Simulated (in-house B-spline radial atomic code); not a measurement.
A fraction x of an electron is moved 3d → 4f in As3+, starting from [Ar] 3d10 4s2 and keeping the highest spin. Method: non-relativistic LC-wPBE, spin-polarised, spherical fractional occupations, point nucleus. Calculated with an all-electron radial atomic-structure program (B-spline basis).

Caution: exact exchange at fractional occupations of open shells leaves self-interaction of up to several eV.

| x | E(x) - E(0) (eV) | 3d down level (eV) | 4f up level (eV) |
| --- | --- | --- | --- |
| 0 | 0.0000 | -81.592 | - |
| 0.125 | 9.3392 | -83.747 | -8.102 |
| 0.25 | ? | ? | ? |
| 0.375 | 28.7160 | -88.039 | -8.673 |
| 0.5 | 38.7525 | -90.168 | -8.951 |
| 0.625 | ? | ? | ? |
| 0.75 | 59.5157 | -94.382 | -9.509 |
| 0.875 | 70.2375 | -96.463 | -9.791 |
| 1 | 81.1830 | -98.525 | -10.074 |

(1) What belongs in the row x = 0.25?

(2) What belongs in the row x = 0.625?

(3) Check Janak's theorem between x = 0.375 and 0.5.

## Answers

(1) An energy change of 18.9112 eV; 3d down at -85.898 eV, 4f up at -8.391 eV.

(2) An energy change of 49.0196 eV; 3d down at -92.283 eV, 4f up at -9.229 eV.

(3) The slope of the energy is 80.29 eV; the orbital levels give 80.29 eV (ε of the receiving orbital less ε of the emptying one, averaged over the two points).
